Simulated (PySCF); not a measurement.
**Question.** What does the GFN2-xTB structure of InChI=1S/C2H8NSi2/c1-2-5-3-4/h2H,1,5H2,4H3/q-1 look like in three dimensions? (Charge -1.)

**Answer.** 
```xyz
13
C2H8NSi2 angstrom
C      2.9563   -0.1788    0.1416
C      1.7631    0.3828    0.1351
Si     0.1263   -0.5585   -0.0527
N     -1.0923    0.5759   -0.0003
Si    -2.7586    0.5273   -0.0976
H      3.0715   -1.2490    0.0355
H      3.8897    0.3696    0.2509
H      1.7033    1.4601    0.2455
H      0.1769   -1.6196    1.0082
H      0.3049   -1.3798   -1.2970
H     -3.2728    1.9191    0.0188
H     -3.5004   -0.2440    0.9505
H     -3.3723   -0.0047   -1.3564
```

Orientation and origin are arbitrary. Atoms count from 1 in this order. The 5 heavy atoms lie in one plane (0.000 Å rms). Si3 (SiH2 silicon) is distorted tetrahedral (angles from 101.2° to 119.1°). Si5 (SiH3 silicon) is distorted tetrahedral (angles from 101.7° to 117.9°). C2 (alkene CH carbon) is planar (angles 124.7°, 118.2° and 117.1°, sum 360.0°, 0.00 Å off the plane of its three neighbours).

Bonds between heavy atoms (Å): C1=C2 1.319, C2–Si3 1.897, Si3–N4 1.666, N4–Si5 1.670.

Structure optimised with GFN2-xTB, isolated species.

Point group: Cs (tolerance 0.08 Å). Stationary, but not proved a minimum. Torsions: C1–C2–Si3–N4 180°, C2–Si3–N4–Si5 180°.

One conformer stands for the species.

The numbers are calculated, not measured.
